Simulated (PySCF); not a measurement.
# Radial density of Co⁺ (cobalt, charge +1)

UHF, [Ar] 3d8, high-spin 3F determinant. Calculation: PySCF 2.14, in cc-pVTZ (7s6p4d2f1g, 68 functions); the non-relativistic Hamiltonian (point nucleus).

```json
{"r (bohr)": "0.000997", "4πr²ρ (e/bohr)": "0.1581", "4πr²(ρα − ρβ)": "0.0000"}
{"r (bohr)": "0.00168", "4πr²ρ (e/bohr)": "0.4310", "4πr²(ρα − ρβ)": "0.0000"}
{"r (bohr)": "0.00282", "4πr²ρ (e/bohr)": "1.147", "4πr²(ρα − ρβ)": "0.0000"}
{"r (bohr)": "0.00474", "4πr²ρ (e/bohr)": "2.924", "4πr²(ρα − ρβ)": "0.0000"}
{"r (bohr)": "0.00798", "4πr²ρ (e/bohr)": "6.949", "4πr²(ρα − ρβ)": "0.0000"}
{"r (bohr)": "0.0134", "4πr²ρ (e/bohr)": "14.68", "4πr²(ρα − ρβ)": "0.0000"}
{"r (bohr)": "0.0226", "4πr²ρ (e/bohr)": "25.48", "4πr²(ρα − ρβ)": "0.0000"}
{"r (bohr)": "0.0380", "4πr²ρ (e/bohr)": "32.38", "4πr²(ρα − ρβ)": "0.0004"}
{"r (bohr)": "0.0639", "4πr²ρ (e/bohr)": "27.97", "4πr²(ρα − ρβ)": "0.0030"}
{"r (bohr)": "0.107", "4πr²ρ (e/bohr)": "27.19", "4πr²(ρα − ρβ)": "0.0212"}
{"r (bohr)": "0.181", "4πr²ρ (e/bohr)": "36.49", "4πr²(ρα − ρβ)": "0.1431"}
{"r (bohr)": "0.304", "4πr²ρ (e/bohr)": "21.36", "4πr²(ρα − ρβ)": "0.6872"}
{"r (bohr)": "0.511", "4πr²ρ (e/bohr)": "16.07", "4πr²(ρα − ρβ)": "1.7052"}
{"r (bohr)": "0.860", "4πr²ρ (e/bohr)": "16.01", "4πr²(ρα − ρβ)": "1.7504"}
{"r (bohr)": "1.45", "4πr²ρ (e/bohr)": "4.511", "4πr²(ρα − ρβ)": "0.6954"}
{"r (bohr)": "2.43", "4πr²ρ (e/bohr)": "0.6042", "4πr²(ρα − ρβ)": "0.0894"}
{"r (bohr)": "4.09", "4πr²ρ (e/bohr)": "0.02804", "4πr²(ρα − ρβ)": "-0.0002"}
{"r (bohr)": "6.88", "4πr²ρ (e/bohr)": "0.0002690", "4πr²(ρα − ρβ)": "0.0000"}
```
